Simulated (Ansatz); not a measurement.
A set of 12 reactions (ligand exchange), with CCSD(T)/CBS values in kJ/mol:

```tsv
reaction	ΔE
`[CH3][Al]([NH2])[C](=N)F` + HCl → `[CH3][Al]([NH2])[Cl]` + `N=CF`	-155.6
`N[SiH2][S][AlH2]` + `C[SiH2]O` → `C[SiH2]O[SiH2]N` + `[AlH2][SH]`	-55.2
`ClC[SiH2][SeH]` + H₂Te → `[SeH][SiH2][TeH]` + `CCl`	-67.4
`O[SiH2][SiH](O)F` + `CN[SiH2]Cl` → `CN([SiH2]Cl)[SiH](O)F` + `O[SiH3]`	-93.2
`C[Se]B[SiH3]` + `OCO` → `OCO[SiH3]` + `B[Se]C`	-80.5
`N[SiH](O)[SiH2]F` + `N[SiH2]N` → `N[SiH2]N[SiH](N)O` + `F[SiH3]`	-111.3
`C[O][Cd][NH2]` + HCl → `C[O][Cd][Cl]` + NH₃	-130.6
`BC[SiH2]O` + H–F → `BC[SiH2]F` + H₂O	-45.1
`C=[CH][In]([Cl])[Cl]` + `CC(C)N` → `CC(C)[NH][In]([Cl])[Cl]` + `C=C`	-20.3
`[SiH3][SiH2]I` + CH₃SH → `CS[SiH2]I` + SiH₄	-61.1
`C[SiH2]F` + `PS` → `C[SiH2]SP` + H–F	70.3
`[BH2][SnH]([OH])[OH]` + HBr → `[OH][SnH]([OH])[Br]` + BH₃	-120.5
```

Program: Ansatz. Geometries: PBE0-D4/def2-TZVP. ΔE: electronic, gas phase. CBS: MP2 limit from def2 TZ/QZ plus the TZ coupled-cluster correction, frozen cores. This one scheme is used for every species. DFT in def2-TZVPP. B3LYP here is the variant with VWN-RPA as its local correlation; programs differ in this. Elements past krypton have def2 core potentials. For Br, Cd, I, In, Se, Sn, Te outer-core shells are correlated without core-valence functions, which leaves a few kJ/mol of doubt a bond. Scalar relativity is left out up to krypton. Each species was taken in one conformer, which may not be the lowest.

(1) Give the mean, mean absolute and largest difference (level minus CCSD(T)/CBS, kJ/mol) for: PBE-D4, r2SCAN-D4, PBE0-D4, ωB97X-V, ωB97M-V, B2PLYP, PBE, r2SCAN, B3LYP, HF/def2-TZVPP, CCSD/def2-TZVPP, CCSD(T)/def2-TZVPP, MP2/def2-QZVPP, HF/CBS(def2). (An estimate is asked.)

The largest T1 diagnostic in the set is 0.016, for `C[O][Cd][NH2]` (customary mark 0.02).

CCSD(T)/CBS is a level of theory with its own doubt, and the functionals carry their triple-zeta basis error, so these figures describe this set and don't rank the functionals.

Results:

(1) Computed: 
| level | mean | mean absolute | largest |
| --- | --- | --- | --- |
| PBE-D4 | 9.5 | 11.1 | 24.0 |
| r2SCAN-D4 | 2.3 | 3.1 | 6.4 |
| PBE0-D4 | 5.1 | 7.0 | 15.2 |
| ωB97X-V | 2.6 | 3.6 | 8.2 |
| ωB97M-V | 0.7 | 2.9 | 7.6 |
| B2PLYP | 1.6 | 4.2 | 13.9 |
| PBE | 11.5 | 11.5 | 30.4 |
| r2SCAN | 2.9 | 3.9 | 8.4 |
| B3LYP | 4.9 | 7.5 | 21.3 |
| HF/def2-TZVPP | -6.7 | 15.7 | 33.5 |
| CCSD/def2-TZVPP | 1.7 | 4.7 | 9.3 |
| CCSD(T)/def2-TZVPP | 2.2 | 3.9 | 8.4 |
| MP2/def2-QZVPP | -3.5 | 5.4 | -10.1 |
| HF/CBS(def2) | -7.4 | 16.7 | 36.1 |
